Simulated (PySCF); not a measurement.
Atoms are numbered as in `[N:1]#[C:2][SiH2:3]/[CH:4]=[C:5](/[F:6])[C:7]#[N:8]`; H(Xn) means a hydrogen on atom n.

One conformer, one averaged value for each set of equivalent atoms, isolated molecule, non-relativistic. Shieldings: GIAO PBE0/pcSseg-1; coordinates at the GFN2-xTB level; PySCF.

Chemical shifts δ = σref − σ; ¹³C (186.93 ppm) and ¹H (31.72 ppm) and ²⁹Si (349.16 ppm) vs TMS; NH3 for ¹⁵N (267.73 ppm); ¹⁹F (170.95 ppm) against CFCl3, all at this level.

| atoms | nucleus | count | Hirshfeld charge | δ (ppm) |
| --- | --- | --- | --- | --- |
| C5 | ¹³C | 1 | 0.11 | 152.5 |
| C2 | ¹³C | 1 | -0.03 | 121.4 |
| N8 | ¹⁵N | 1 | -0.17 | 331.0 |
| H(C4) | ¹H | 1 | 0.07 | 6.36 |
| Si3 | ²⁹Si | 1 | 0.41 | ? |
| F6 | ¹⁹F | 1 | -0.06 | ? |
| C4 | ¹³C | 1 | -0.13 | 121.5 |
| N1 | ¹⁵N | 1 | -0.19 | 370.0 |
| H(Si3) | ¹H | 2 | -0.05 | ? |
| C7 | ¹³C | 1 | 0.08 | 116.6 |

**Question.** Estimate the values marked ?.

**Answer.** 
- H(Si3): 4.92 ppm, hydrogen on a silicon bonded to 2 C
- Si3: -76.8 ppm, silicon bonded to 2 C, 2 H
- F6: -68.1 ppm, vinylic fluorine

Shifts are as computed. Against solution values, carbons near 30 ppm lie about +3 ppm off and those near 130 ppm about +5 ppm. Of 1309 compounds with measured shifts, 239 miss one by over three times the rms of a fit or turn the order of signals round; such compounds aren't used in these exercises. Unscaled 19F shifts against computed CFCl3 carry errors that often reach 10 to 50 ppm. Experimental scales use liquid or dissolved standards, which lie at an offset from isolated NH3 (liquid NH3: subtract about 20 ppm). Unscaled 15N shifts of sp2 nitrogen come out 20 to 40 ppm too high even then.
